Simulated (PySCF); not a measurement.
This PySCF input asks for the NMR shieldings of SMILES CSBC1CCCC1, C6H13BS; the geometry comes from GFN2-xTB.

```python
import basis_set_exchange as bse
import numpy as np
from pyscf import gto, dft
from pyscf.prop import nmr

atoms = """
C     3.078900    0.805452    0.048979
S     2.707255    0.349400   -1.685037
B     0.970368    0.093210   -1.755392
C    -0.000329    0.199349   -0.511374
C    -1.449434    0.586526   -0.837941
C    -2.260275    0.151553    0.391157
C    -1.426096   -0.944937    1.078725
C    -0.208047   -1.164644    0.176689
H     2.739085    0.019877    0.714650
H     2.596019    1.747640    0.286588
H     4.155883    0.913478    0.120702
H     0.573413   -0.214934   -2.812125
H     0.359125    0.894627    0.256065
H    -1.781681    0.038884   -1.720774
H    -1.553687    1.651351   -1.044213
H    -2.408353    0.994394    1.067055
H    -3.244502   -0.214072    0.100547
H    -1.102030   -0.610091    2.065153
H    -1.992033   -1.866145    1.212164
H     0.666857   -1.493451    0.737709
H    -0.429357   -1.920525   -0.578852
"""
names = dict.fromkeys(["C", "S", "B", "H"], "pcSseg-1")
basis = {el: gto.basis.parse(bse.get_basis(n, elements=[el], fmt="nwchem")) for el, n in names.items()}
mol = gto.M(atom=atoms, basis=basis, charge=0, verbose=0)
mf = dft.RKS(mol, xc="PBE0")
mf.grids.level = 2
mf.grids.alignment = dft.numint.BLKSIZE   # the property module wants whole blocks of grid points
mf.conv_tol = 1e-9
mf.kernel()

calc = nmr.RKS(mf)   # GIAO
C = mf.mo_coeff
Co = C[:, mf.mo_occ > 0]
resp = mf.gen_response(singlet=True, hermi=2)
def vind(x):   # induced exchange potential for any number of trial vectors
    d = np.einsum("pi,xij,qj->xpq", C, 2 * x.reshape(-1, C.shape[1], Co.shape[1]), Co, optimize=True)
    return np.einsum("xpq,pi,qj->xij", resp(d - d.transpose(0, 2, 1)), C, Co, optimize=True).ravel()
mo1, _ = nmr.rhf.solve_mo1(calc, with_cphf=vind)
sigma = calc.kernel(mo1)
for i, s in enumerate(sigma):   # ppm
    print("%2d %-2s %9.2f" % (i, mol.atom_pure_symbol(i), np.trace(s) / 3))
```

Problem. What does it print?

Solution. 
```
 0 C     169.71
 1 S     416.51
 2 B      29.90
 3 C     148.10
 4 C     150.28
 5 C     159.75
 6 C     158.63
 7 C     155.05
 8 H      29.38
 9 H      29.28
10 H      29.61
11 H      24.82
12 H      30.12
13 H      30.14
14 H      29.76
15 H      30.01
16 H      29.85
17 H      30.05
18 H      29.81
19 H      30.19
20 H      30.58
```

These numbers come from an equivalent density-fitted implementation of the same equations, which agrees with the script to about 0.01 ppm for H and up to a few tenths of a ppm for heavy atoms, so last digits may differ.

Size and cost of the density-fitted run: 208 basis functions, 84 s wall time on 1 thread of an Arm Neoverse N1, shared host; peak memory 1 GiB.
